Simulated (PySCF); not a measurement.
Bond dissociation energies of `[CH3][GeH2][CH3]` (C2H8Ge)

System: `[CH3][GeH2][CH3]` (C2H8Ge). Coordinates in Å; atoms count from 1 in this order:
```
C     1.5355    0.5635   -0.1747
Ge    0.1162   -0.7360    0.1697
C    -1.6392    0.1085    0.0075
H     2.5260    0.0963   -0.0762
H     1.4724    1.3975    0.5398
H     1.4432    0.9704   -1.1925
H     0.2806   -1.3191    1.5914
H     0.2255   -1.9021   -0.8383
H    -2.4419   -0.6185    0.1976
H    -1.7370    0.9307    0.7317
H    -1.7749    0.5189   -1.0040
```

Level of theory: M06-2X/def2-TZVP single points in PySCF, grid level 3; every species was optimised with PBE0-D3(BJ)/def2-SVP. Thermal corrections: PBE0-D3(BJ)/def2-SVP frequencies, unscaled, ideal gas at 298.15 K and 1 bar, quasi-RRHO entropy.

| bond | r / Å | radicals | BDE(298 K) / kcal/mol | BDFE / kcal/mol | D₀ / kcal/mol | Dₑ / kcal/mol |
| --- | --- | --- | --- | --- | --- | --- |
| C1–Ge2 | 1.955 | CH3• + `[CH3][GeH2]` | 77.6 | 65.8 | 76.1 | 81.7 |
| Ge2–H | 1.545 | `[CH3][GeH][CH3]` + H• | 81.7 | 72.7 | 80.3 | 86.0 |
| C1–H | 1.100 | `[CH2][GeH2][CH3]` + H• | 101.6 | 92.1 | 99.9 | 108.7 |

Homolysis to relaxed radicals in the gas phase; the table need not hold every single bond outside rings.

Weakest of these: C1–Ge2 (77.6 kcal/mol); strongest: C1–H (101.6 kcal/mol).

Caveats: spin-orbit coupling is left out of the energies, which matters for open shells on the heavier atoms; atoms from Ga to Kr are treated without relativity.
